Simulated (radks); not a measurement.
Results of a calculation; reference values are marked as such.
Numerical settings for the carbon ion C3+, [He] 2s1. Code: a radial shooting solver on a logarithmic mesh with Libxc functionals. Model: scalar-relativistic Kohn-Sham, r2SCAN, spin-polarised, spherical densities, finite nucleus; open shells are filled with parallel spins first; meta-GGA in the generalised Kohn-Sham scheme; Fermi nuclear charge, rms radius 2.4702 fm. The defaults (mesh step 0.008 in ln r, mesh end at 40 bohr or more with all orbitals vanishing there, Anderson mixing 0.5 over 9 steps, residual threshold near 1e-9 with the energy settled to 1e-9 hartree or 1e-11 of itself, here a cap of 61 iterations) give E = -34.790 hartree and 2s at -58.072 eV in 18 iterations. Run on one thread of a shared host, so times are rough (Arm Neoverse V1): 0.09 s of CPU time, 0.09 s wall, 18 iterations on 2189 mesh points. Changes against that run (0 stands for a change within the tolerance of the run):

| setting | iterations | converged | E (mhartree) | e(2s) (meV) | CPU (s) |
|---|---|---|---|---|---|
| mesh step in ln r 0.03 | 11 | yes | 0 | -0.0823 | 0.02 |
| mesh step in ln r 0.08 | 61 | no | -3.86e+03 | - | 0.08 |
| mesh step in ln r 0.12 | 61 | no | -1.69e+05 | - | 0.09 |
| mesh end (bohr) 400 | 18 | yes | 0 | 0 | 0.09 |
| mesh end (bohr) 1 | 16 | level above zero | +6.74e+03 | +1.89e+05 | 0.06 |
| residual threshold 0.001 | 9 | yes | 0 | +0.0608 | 0.05 |
| residual threshold 0.1 | 9 | yes | 0 | +0.0608 | 0.05 |
| mixing 1 | 17 | yes | 0 | 0 | 0.08 |
| linear mixing, mixing 0.5 | 61 | no | 0 | 0 | 0.22 |
| linear mixing, mixing 1 | 61 | no | 0 | 0 | 0.21 |
| mixing history 2 | 61 | no | 0 | 0 | 0.23 |
| iteration cap 2 | 2 | no | +37.9 | -1.36e+04 | 0.01 |

Settled on a wrong energy, with an occupied level pushed above zero by the early mesh end: mesh end (bohr) 1 (+6.74 hartree). Apart from these: no run marked as converged misses the energy by more than 1 mhartree. A mesh that ends early acts as a hard wall.
